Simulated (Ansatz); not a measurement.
The inner images of a band of AlF$_{3}$H$_{2}$ (6 atoms, charge 0, multiplicity 1) are given out of order.

Method: RKS BHLYP-D4/def2-SVP (Ansatz).

First end point:

```xyz
6
Properties=species:S:1:pos:R:3
Al 0.004 0.083 0.113
H 0.000 0.688 1.556
F 1.409 0.058 -0.755
F -1.411 -0.011 -0.735
F 0.055 -1.813 0.756
H 0.071 -1.903 1.677
```

Last end point:

```xyz
6
Properties=species:S:1:pos:R:3
Al 0.019 -0.601 -0.208
H 0.012 0.162 1.806
F 1.409 0.198 -0.538
F -1.411 0.134 -0.511
F 0.059 -2.205 0.130
H 0.039 -0.586 1.933
```

**Question.** Put them in order from the first end to the last, with their energies above the first end.
A.
```xyz
6
Properties=species:S:1:pos:R:3
Al 0.008 -0.058 0.060
H 0.013 0.230 1.632
F 1.419 0.121 -0.767
F -1.424 0.053 -0.743
F 0.058 -1.870 0.808
H 0.053 -1.374 1.623
```
B.
```xyz
6
Properties=species:S:1:pos:R:3
Al 0.017 -0.512 -0.164
H 0.020 0.041 1.824
F 1.407 0.214 -0.633
F -1.412 0.150 -0.611
F 0.058 -2.069 0.382
H 0.038 -0.722 1.814
```
C.
```xyz
6
Properties=species:S:1:pos:R:3
Al 0.015 -0.368 -0.060
H 0.021 -0.036 1.759
F 1.417 0.185 -0.701
F -1.421 0.121 -0.679
F 0.056 -1.935 0.610
H 0.040 -0.865 1.683
```
D.
```xyz
6
Properties=species:S:1:pos:R:3
Al 0.006 0.021 0.086
H 0.007 0.451 1.598
F 1.411 0.093 -0.776
F -1.415 0.023 -0.753
F 0.058 -1.846 0.775
H 0.060 -1.641 1.682
```
E.
```xyz
6
Properties=species:S:1:pos:R:3
Al 0.011 -0.198 0.016
H 0.018 0.047 1.680
F 1.423 0.143 -0.743
F -1.427 0.079 -0.719
F 0.055 -1.867 0.798
H 0.046 -1.102 1.581
```

**Answer.** D (+0.04 eV), A (+0.17 eV), E (+0.35 eV), C (-0.37 eV), B (-0.92 eV).

Run time: 100 s on 1 thread of Arm Neoverse V2, with other jobs on the host, peak memory 0.13 GiB.
